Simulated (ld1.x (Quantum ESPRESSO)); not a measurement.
# Br (Z = 35): one change to an ultrasoft potential, before and after

- Element: Br (Z = 35)
- Generator: ld1.x (Quantum ESPRESSO) 7.5
- Type: ultrasoft
- Functional: PBE
- Relativity: scalar-relativistic
- Frozen core: [Ar]
- Valence charge: 17
- Reference configuration: 3d10 4s1.75 4p5.25
- Partial waves: 4s (bound): rcut 1.00, rcutus 1.35 bohr; 4s channel at 0.4 Ry: rcut 1.00, rcutus 1.35 bohr; 4p (bound): rcut 1.20, rcutus 1.35 bohr; 4p channel at 0.8 Ry: rcut 1.20, rcutus 1.35 bohr; 3d (bound): rcut 1.00, rcutus 1.10 bohr; 3d channel at -4.05 Ry: rcut 1.00, rcutus 1.10 bohr
- Local potential: all-electron potential smoothed inside 0.85 bohr (lloc = -1)
- Core correction: none
- Augmentation charge: built from norm-conserving waves at rcut, not smoothed further

Change: wave 3d channel at -4.05 Ry: rcut 1.00, rcutus 1.10 bohr becomes 3d channel at -2.34 Ry: rcut 1.00, rcutus 1.10 bohr.

Cutoffs: the cutoffs (Ry, on a coarse ladder) from which the occupation-weighted sum of valence levels, in a spherical-Bessel basis at the reference potential, stays within 10 and 1 mRy of its value at 400 Ry; they do not see the model core or the augmentation charge, which bear on the density cutoff. Errors are all-electron minus pseudo energies relative to the spin-unpolarised reference configuration.

Task: What does the change do?

Result: Both files keep a bound ghost (p, s); the d channel binds one level more than in the base; of the 7 tests that both files solve, the error grows in 2 and shrinks in 0 by more than 15 % and 0.3 meV (median size 3.3 → 3.0 meV); the range in which the d phases agree narrows (upper end 0.7 → -3.5).

| quantity | base | changed |
| --- | --- | --- |
| cutoffs, loose and tight | 140 Ry, 200 Ry | not determined |
| bound ghosts | p, s | p, s |
| error for 3d10 4s2 4p5, meV [ΔE -3.07 eV] | -0.2 | -0.1 |
| error for 3d10 4s2 4p4, meV [ΔE 9.48 eV] | -3.3 | -3.0 |
| error for 3d10 4s2 4p3, meV [ΔE 32.24 eV] | -8.6 | -8.2 |
| error for 3d10 4s2 4p4.5, meV [ΔE 2.00 eV] | -1.5 | -1.3 |
| error for 3d10 4s2 4p1, meV [ΔE 112.25 eV] | -11 | -13 |
| error for 3d10 4s2 4p5.3, meV [ΔE -5.04 eV] | +0.2 | +0.3 |
| error for 3d9 4s2 4p6, meV [ΔE 61.24 eV] | -204 | -1743 |
| s: phases at 1.49 bohr within 0.05 rad from the reference energy up to (Ry; the scan ends near 5) | to the end of the scan | to the end of the scan |
| p: phases at 1.49 bohr within 0.05 rad from the reference energy up to (Ry; the scan ends near 5) | to the end of the scan | to the end of the scan |
| d: phases at 1.49 bohr within 0.05 rad from the reference energy up to (Ry; the scan ends near 5) | 0.7 | -3.5 |
| lowest overlap eigenvalue by channel | s 0.57, p 0.36, d 1.00 | s 0.57, p 0.36, d 0.84 |

 A true bound ghost makes a file unfit for plane-wave use even where its test errors are small: the radial tests pick states by their node count and pass the ghost by.
